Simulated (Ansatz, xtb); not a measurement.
# Relative energy of two isomers of CH10SSi3

Structure a: `C[SiH2][SiH2][SiH2]S`, a singlet. Structure b: `C[Si]([SiH3])([SiH3])S`, a singlet. Both are isolated molecules in the gas phase, relaxed with B3LYP/def2-SVP; the shapes shown needn't be the lowest conformers.

a (Å):

| atom | x (Å) | y (Å) | z (Å) |
| --- | --- | --- | --- |
| C | 0.2834 | -1.2650 | -0.5375 |
| S | 1.1756 | 2.7836 | -0.2485 |
| Si | -0.2328 | -1.2051 | 1.2810 |
| Si | 1.1254 | 0.2716 | 2.5305 |
| Si | 0.7945 | 2.5163 | 1.8817 |
| H | -0.4079 | -1.8998 | -1.1149 |
| H | 1.2981 | -1.6810 | -0.6426 |
| H | 0.2800 | -0.2541 | -0.9742 |
| H | -1.6495 | -0.7420 | 1.4081 |
| H | -0.1474 | -2.5663 | 1.8959 |
| H | 2.5729 | -0.0546 | 2.3228 |
| H | 0.8404 | 0.1460 | 3.9954 |
| H | -0.6359 | 2.9105 | 2.0334 |
| H | 1.6287 | 3.4534 | 2.6946 |
| H | 2.4427 | 2.3074 | -0.2115 |

b (Å):

```
atom    x (Å)    y (Å)    z (Å)
   C  -2.1383   0.3899  -1.0457
   S   0.2772  -1.6706  -0.3631
  Si  -0.9993  -0.0618   0.3990
  Si   0.3720   1.7634   1.0083
  Si  -2.2372  -0.8873   2.2345
   H  -1.5512   0.7296  -1.9139
   H  -2.8257   1.2010  -0.7558
   H  -2.7409  -0.4794  -1.3536
   H   1.3778   1.3243   2.0224
   H  -0.4312   2.8789   1.5986
   H   1.0981   2.2824  -0.1896
   H  -1.3033  -1.4007   3.2820
   H  -3.0863   0.1809   2.8478
   H  -3.1240  -2.0068   1.7963
   H   0.9799  -1.8318   0.7826
```

Q: Estimate E(b) − E(a) at the level CCSD(T)/def2-SVP + ΔMP2/def2-TZVPP.

A: Too close to call at this level: CCSD(T)/def2-SVP + ΔMP2/def2-TZVPP gives E(b) − E(a) = −1.57 kJ/mol.

Level by level:

```
                             level        geometry  E(b) − E(a) (kJ/mol)  departure from the last row (kJ/mol)  job, with rough time for the two
                          GFN2-xTB        GFN2-xTB                   +6.39                                 +7.96              optimisation, 0.65 s
                         HF/STO-3G        GFN2-xTB                   +4.21                                 +5.78               single point, 1.1 s
                r2SCAN-D4/def2-SVP        GFN2-xTB                   −3.46                                 −1.88               single point, 7.2 s
                    B3LYP/def2-SVP  B3LYP/def2-SVP                   +2.42                                 +4.00             optimisation, 1.8 min
                       HF/def2-SVP  B3LYP/def2-SVP                   +4.07                                 +5.64           part of the CCSD(T) run
                      MP2/def2-SVP  B3LYP/def2-SVP                   −0.87                                 +0.71           part of the CCSD(T) run
                  CCSD(T)/def2-SVP  B3LYP/def2-SVP                   +0.44                                 +2.01                      single point
CCSD(T)/def2-SVP + ΔMP2/def2-TZVPP  B3LYP/def2-SVP                   −1.57                                                      single point, 67 s
```

As drawn, both hold the same kinds of bond in the same numbers.

The largest departure from CCSD(T)/def2-SVP + ΔMP2/def2-TZVPP is that of GFN2-xTB, 7.96 kJ/mol. The last row adds to CCSD(T) the change of the MP2 difference between the two basis sets, here −2.01 kJ/mol.

With thermal terms from frequencies at re-optimised GFN2-xTB minima (ideal gas, soft modes damped towards free rotors, one conformer each, 298.15 K, 1 atm): the zero-point term adds −2.90 kJ/mol; ΔH is −2.04 and ΔG −8.29 kJ/mol.

The correlated steps freeze 21 core orbitals. Codes used: Ansatz 0.2.0, xtb 6.7.1; the last row on 2 threads of Intel(R) Xeon(R) Platinum 8259CL CPU @ 2.50GHz (Skylake/Cascade Lake) on a shared host.
